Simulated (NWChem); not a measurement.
System: C$_{2}$HF$_{3}$OSi; SMILES C1O[Si](F)(F)C=1F

NWChem input:

```
start job
memory heap 200 mb stack 900 mb global 1100 mb
geometry units angstroms noautosym nocenter noautoz
  F      1.067397     2.253458     0.000000
  C      0.218732     1.231193     0.000000
  C     -1.141859     1.198804     0.000000
  O     -1.570006    -0.141962     0.000000
  Si     0.091310    -0.610876     0.000000
  F      0.501044    -1.494179    -1.288600
  F      0.501044    -1.494179     1.288600
  H     -1.919118     1.979543     0.000000
end
basis spherical
  F library 6-31g*
  C library 6-31g*
  O library 6-31g*
  Si library 6-31g*
  H library 6-31g*
end
dft
  xc hfexch
  iterations 150
  mulliken
end
task dft energy
esp
  recalculate
  probe 0.07
  range 0.3
  factor 1.0
  spacing 0.02
end
task esp
```

Geometry: optimised at PBE-D3(BJ)/def2-SVP.

Atomic charges in e: unrestrained fits to the electrostatic potential beside Mulliken populations; buried atoms are poorly determined by the fit.

Atoms are numbered as in the input.

**Question.** Give the results of this calculation. (Hartree-Fock/6-31G* (spherical d).) Quantities: ESP F1; Mulliken F1; ESP C2; Mulliken C2; ESP C3; Mulliken C3; ESP O4; Mulliken O4; ESP Si5; Mulliken Si5; relative RMS misfit of the potential (%).

**Answer.** The ESP F1 is -0.12. The Mulliken F1 is -0.40 and the ESP C2 comes out as -0.21. The Mulliken C2 is 0.09 and the ESP C3 is 0.10. The Mulliken C3 comes out as 0.17 and the ESP O4 is -0.51. The Mulliken O4 comes out as -0.74 and the ESP Si5 is 1.28. The Mulliken Si5 is 1.63 and the relative RMS misfit of the potential (%) is 27.
